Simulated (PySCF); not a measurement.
A search over the determinants of CaH

Unrestricted PBE0; PySCF, no relativity, basis sets Ca 3-21G, H 3-21G. Outer shells of the fragments: Ca 4s2; H 1s1.

Followed along the bond (rough minima from three points):

| 2Ms+1 | unpaired | ⟨S²⟩ at the start | R at minimum (Å) | Te (eV) |
| --- | --- | --- | --- | --- |
| 2 | σ ↑ | 0.75 | 2.17 | 0.00 |
| 4 | σ ↑↑, π ↑ | 3.75 | none in the scan | ≤ 3.40 |

Solutions found at the starting distance of 1.910 Å, counted from the lowest of them; the search is not exhaustive and high or unbound solutions are not listed, so other states can lie among these:

```
2Ms+1   unpaired   term  E (eV)  ⟨S²⟩  ⟨Lz²⟩  μ (D)
    2        σ ↑    ²Σ⁺    0.00  0.75   0.00  -1.75
    2        π ↑     ²Π    1.77  0.78   1.00  -5.53
    4  σ ↑↑, π ↑     ⁴Π    4.05  3.75   1.00   2.67
    2  σ ↑↑, π ↓  mixed    4.60  1.75   1.00   3.06
    4      σ ↑↑↑    ⁴Σ⁺    5.40  3.75   0.00  -0.93
    4  σ ↑, π ↑↑    ⁴Σ⁻    5.97  3.75   0.00   0.12
    4  σ ↑, π ↑↑  mixed    9.35  3.75   2.00   0.13
```

A term symbol is given only where ⟨S²⟩ and ⟨Lz²⟩ are close to those of a pure state; real π, δ and φ orbitals otherwise mix terms. A positive dipole means Ca(−)H(+).

Counting both spins, an empty level lies below a filled one in some of these solutions, because spin and occupation are held. 3-21G is very small, so such numbers show the basis as much as the molecule.
